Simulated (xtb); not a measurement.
C7H9O, charge +1, singlet, at a GFN2-xTB geometry; GFN-FF (xtb 6.7.1).

The xtb input:
```
$ xtb mol.xyz --gfnff --chrg 1 --json

# file mol.xyz
17

C      2.87951788     0.20566659     0.42166366
C      1.40826357     0.10095801     0.21597349
C      0.71987839     1.09958188    -0.47152699
C     -0.64445072     1.01104217    -0.68628767
C     -1.30523065    -0.09810312    -0.20179620
O     -2.75355612    -0.22906971    -0.47044933
C     -0.66932931    -1.10929232     0.48541880
C      0.69632597    -0.99914869     0.68833419
H      3.21187229    -0.43385518     1.23387831
H      3.17135935     1.23172760     0.63031576
H      3.39733766    -0.10458254    -0.48607370
H      1.25611675     1.95835130    -0.84314072
H     -1.16763125     1.78695379    -1.22369178
H     -3.16875779     0.65590003    -0.55414266
H     -3.18240640    -0.77713632     0.22116556
H     -1.21094853    -1.96791192     0.85156121
H      1.21165585    -1.78111609     1.22304716
```

The log (banner, timings and long lists left out):

```
   ID    Z sym.   atoms
    1    6 C      1-5, 7, 8
    2    8 O      6
    3    1 H      9-17

           -------------------------------------------------
          |                Calculation Setup                |
           -------------------------------------------------

          ==================== Thresholds ====================
          CN  :   150.00000
          rep :   500.00000
          disp:  2500.00000
          HB1 :   250.00000
          HB2 :   450.00000

          Pauling EN used:
          Z : 1  EN :  2.20
          Z : 6  EN :  2.55
          Z : 8  EN :  3.44
          electric field strengths (au): 0.000

           -------------------------------------------------
          |           Force Field Initialization            |
           -------------------------------------------------

          distances ...
          ----------------------------------------
          generating topology and atomic info file ...
          pair mat ...
          computing topology distances matrix with Floyd-Warshall algo ...
          making topology EEQ charges ...
          #fragments for EEQ constrain: 1
          ----------------------------------------
          generating topology and atomic info file ...
          pair mat ...
          computing topology distances matrix with Floyd-Warshall algo ...
          making topology EEQ charges ...
          #fragments for EEQ constrain: 1
          rings ...
          # BATM   138
          # H in HB   9
          doing iterative Hueckel for 1 subsystem(s) ...

  atom   neighbors  erfCN metchar sp-hybrid imet pi  qest     coordinates
    1  C       4    3.49   0.00         3    0    0  -0.076    5.441500    0.388654    0.796829
    2  C       3    2.81   0.00         2    0    1   0.028    2.661232    0.190783    0.408131
    3  C       3    2.82   0.00         2    0    1  -0.004    1.360373    2.077909   -0.891057
    4  C       3    2.81   0.00         2    0    1  -0.005   -1.217835    1.910593   -1.296896
    5  C       3    2.82   0.00         2    0    1   0.109   -2.466528   -0.185388   -0.381340
    6  O       3    2.76   0.00         3    0    1  -0.422   -5.203467   -0.432879   -0.889020
    7  C       3    2.81   0.00         2    0    1  -0.005   -1.264849   -2.096259    0.917309
    8  C       3    2.82   0.00         2    0    1  -0.004    1.315865   -1.888117    1.300763
    9  H       1    0.97   0.00         0    0    0   0.123    6.069559   -0.819867    2.331692
   10  H       1    0.97   0.00         0    0    0   0.123    5.993001    2.327628    1.191124
   11  H       1    0.97   0.00         0    0    0   0.123    6.420038   -0.197632   -0.918546
   12  H       1    0.97   0.00         0    0    0   0.119    2.373717    3.700748   -1.593305
   13  H       1    0.97   0.00         0    0    0   0.121   -2.206503    3.376853   -2.312442
   14  H       1    0.97   0.01         0    0    0   0.266   -5.988084    1.239471   -1.047178
   15  H       1    0.97   0.01         0    0    0   0.266   -6.013877   -1.468575    0.417942
   16  H       1    0.97   0.00         0    0    0   0.121   -2.288361   -3.718815    1.609217
   17  H       1    0.97   0.00         0    0    0   0.119    2.289698   -3.365822    2.311224

          #atoms :   17
          #bonds :   17
          #angl  :   27
          #tors  :   41
          #nmol  :   1
          #optfrag :   1
           -------------------------------------------------
          |                   G F N - F F                   |
          |          A general generic force-field          |
          |                  Version 1.0.3                  |
           -------------------------------------------------
          Number of HB bonds (bound hydrogen)     666
          Number of HB bonds (unbound hydrogen)   144
          Number of XB bonds                      0

         :::::::::::::::::::::::::::::::::::::::::::::::::::::
         ::                     SUMMARY                     ::
         :::::::::::::::::::::::::::::::::::::::::::::::::::::
         :: total energy              -1.738753527240 Eh    ::
         :: gradient norm              0.126788202362 Eh/a0 ::
         ::.................................................::
         :: bond energy               -3.224352584422 Eh    ::
         :: angle energy               0.001014822955 Eh    ::
         :: torsion energy             0.005603149931 Eh    ::
         :: repulsion energy           0.201624633429 Eh    ::
         :: electrostat energy         1.287039165826 Eh    ::
         :: dispersion energy         -0.009110090435 Eh    ::
         :: HB energy                 -0.000000158372 Eh    ::
         :: XB energy                  0.000000000000 Eh    ::
         :: bonded atm energy         -0.000572466153 Eh    ::
         :: external energy            0.000000000000 Eh    ::
         :: add. restraining           0.000000000000 Eh    ::
         :: total charge               1.000000000000 e     ::
         :::::::::::::::::::::::::::::::::::::::::::::::::::::

           -------------------------------------------------
          |                Property Printout                |
           -------------------------------------------------

molecular dipole:
                 x           y           z       tot (Debye)
 q only:        0.486       0.248       0.448       1.794

           -------------------------------------------------
          | TOTAL ENERGY               -1.738753527240 Eh   |
          | GRADIENT NORM               0.126788202362 Eh/α |
           -------------------------------------------------
########################################################################
[WARNING] Runtime exception occurred
-1- gfnff_setup: Could not read topology file.
########################################################################

normal termination of xtb
```
